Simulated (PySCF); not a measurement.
**Correlation energy of Kr³⁺ (krypton, charge +3)**

[Ar] 3d10 4s2 4p3, high-spin 4S determinant. Computed with PySCF 2.14 in aug-cc-pVDZ-DK (6s5p3d, 36 functions), with scalar relativity by spin-free X2C-1e. Frozen: [Ar] 3d10; 5 electrons correlated.

MP2 pair energies summed by pair of shells (mhartree):

```tsv
pair	energy	share (%)
4s-4p	-40.03	67.0
4p-4p	-14.11	23.6
4s-4s	-5.58	9.3
```

Total MP2 correlation energy: -59.72 mhartree.

Same-spin part -15.27 and opposite-spin part -44.45 mhartree; SCS-MP2 scales them by 1/3 and 6/5 to -58.43 mhartree.

| level | correlation energy (mhartree) |
| --- | --- |
| CCSD | -74.20 |
| (T) | -0.57 |
| CCSD(T) | -74.77 |

Diagnostics: T1 = 0.00095, D1 = 0.0014, largest double amplitude 0.049.

Cost of the coupled-cluster step: 0.17 s of wall time on 1 thread of Neoverse-V2 (shared host), for 5 correlated electrons.

Iterations:

```
CC2 = 0
CCSD nocc = (np.int64(4), np.int64(1)), nmo = (22, 22)
frozen orbitals [[0, 1, 2, 3, 4, 5, 6, 7, 8, 9, 10, 11, 12, 13], [0, 1, 2, 3, 4, 5, 6, 7, 8, 9, 10, 11, 12, 13]]
max_cycle = 100
direct = 0
conv_tol = 1e-08
conv_tol_normt = 1e-06
diis_space = 8
diis_start_cycle = 0
Init t2, MP2 energy = -0.0597190235951823
Init E_corr(UCCSD) = -0.059719023601018
cycle = 1  E_corr(UCCSD) = -0.0711729221086204  dE = -0.0114538985  norm(t1,t2) = 0.0307863
cycle = 2  E_corr(UCCSD) = -0.0734668613360827  dE = -0.00229393923  norm(t1,t2) = 0.00780572
cycle = 3  E_corr(UCCSD) = -0.074212580167661  dE = -0.000745718832  norm(t1,t2) = 0.00242042
cycle = 4  E_corr(UCCSD) = -0.0741976508389113  dE = 1.49293287e-05  norm(t1,t2) = 0.000229372
cycle = 5  E_corr(UCCSD) = -0.0741977821134174  dE = -1.31274506e-07  norm(t1,t2) = 1.5974e-05
cycle = 6  E_corr(UCCSD) = -0.0741976433206829  dE = 1.38792735e-07  norm(t1,t2) = 2.23941e-06
cycle = 7  E_corr(UCCSD) = -0.0741977066419638  dE = -6.33212809e-08  norm(t1,t2) = 3.14859e-07
cycle = 8  E_corr(UCCSD) = -0.0741976954150157  dE = 1.12269481e-08  norm(t1,t2) = 4.81146e-08
cycle = 9  E_corr(UCCSD) = -0.0741976932529842  dE = 2.16203144e-09  norm(t1,t2) = 1.69858e-08
UCCSD converged
E(UCCSD) = -2785.531175916318  E_corr = -0.07419769325298423
UCCSD(T) correction = -0.000573845701598126
```
